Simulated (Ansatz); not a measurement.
Geometry optimisation, Ansatz 0.2.0, RKS PBE-D4/def2-SVP.

The input (input.yaml):

```yaml
crystal:
  periodic: [false, false, false]
  atoms:
    - { symbol: Ge, position_ang: [-0.625752, 0.0, -0.3781] }
    - { symbol: Cl, position_ang: [0.350509, 0.0, 2.918877] }
    - { symbol: H, position_ang: [0.628948, 0.0, 0.492058] }
    - { symbol: Cl, position_ang: [-0.667732, 1.752831, -1.643885] }
    - { symbol: Cl, position_ang: [-0.667732, -1.752831, -1.643885] }
    - { symbol: Br, position_ang: [-2.679355, 0.0, 0.827353] }
    - { symbol: H, position_ang: [-0.986386, 0.0, 2.989683] }
basis:
  gaussian: { orbitals: def2-SVP }
hamiltonian:
  xc: pbe
  dispersion: d4
relax:
  f_tol: 0.03
  max_steps: 50
```

Launched with:

```bash
$ ansatz run input.yaml --threads 4 --pin off --max-ram 5120MiB --backend cpu --events-out ev --progress --plain --runs-dir out
```

Q: Where does it end, and by what steps?

A: The run converged. After 8 steps the energy has fallen by 0.155 eV; Cl2 moved furthest, 0.38 Å.

```
step  energy less start (eV)  largest force component (eV/Å)  accepted
   0                  0.0000                           0.925       yes
   1                 -0.1098                           0.962       yes
   2                 -0.1117                           0.950       yes
   3                 -0.1345                           0.784       yes
   4                 -0.1466                           0.400       yes
   5                 -0.1390                           0.679        no
   6                 -0.1538                           0.080       yes
   7                 -0.1540                           0.076       yes
   8                 -0.1551                           0.006       yes
```

```xyz
7
Properties=species:S:1:pos:R:3
Ge -0.648 0.000 -0.451
Cl 0.304 0.000 3.291
H 0.587 0.000 0.468
Cl -0.703 1.753 -1.706
Cl -0.703 -1.753 -1.706
Br -2.575 0.000 0.860
H -0.910 0.000 2.806
```

Whether the end is a true minimum wasn't checked by a vibrational analysis.

The run took 4.8 s on 4 threads of AMD EPYC 9R45 96-Core Processor (Zen 5) (shared host), peak memory 0.24 GiB.
